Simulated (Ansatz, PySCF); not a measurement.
Gas-phase reaction R1 + R2 → P1 + P2, each structure at its B3LYP-D3(BJ)/def2-TZVP stationary point, reached from a drawn start (curvature not checked).
R1: O3 (SMILES O=[O+][O-]), charge 0, multiplicity 1.
P1, O2 (SMILES O=O) (charge 0, multiplicity 3):
```xyz
2

O      0.000     0.000    -0.602
O      0.000     0.000     0.602
```
P2: O4Ru (SMILES [O]=[Ru](=[O])(=[O])=[O]), charge 0, multiplicity 1.
R2, O3Ru (SMILES [O]=[Ru](=[O])=[O]) (charge 0, multiplicity 1):
```xyz
4

Ru     0.00000     0.00000     0.00000
O      1.67425     0.00000     0.00000
O     -0.83713     1.44994     0.00000
O     -0.83713    -1.44994     0.00000
```

P less R. No zero-point or thermal terms; singlets are restricted closed shells; open shells are unrestricted; no spin–orbit coupling. The spin states of the d-block species are the ones drawn and need not be the lowest.

The values were computed with Ansatz (Gaussian orbitals); PySCF for the D3/D4 terms. Each number belongs to the level named beside it. Elements past Kr take the def2 small-core potentials, without spin–orbit coupling.

Question: One of these levels gives -89.61 kcal/mol for the reaction energy. Name it.
A) wB97X-V/def2-TZVPP
B) PBE/def2-TZVPP
C) r2SCAN-D4/def2-TZVPP
D) HF/def2-TZVPP

Answer: C, r2SCAN-D4/def2-TZVPP. The others give -61.00 (HF/def2-TZVPP), -78.95 (PBE/def2-TZVPP), -67.64 (wB97X-V/def2-TZVPP)

Ansatz is a program for electronic structure.
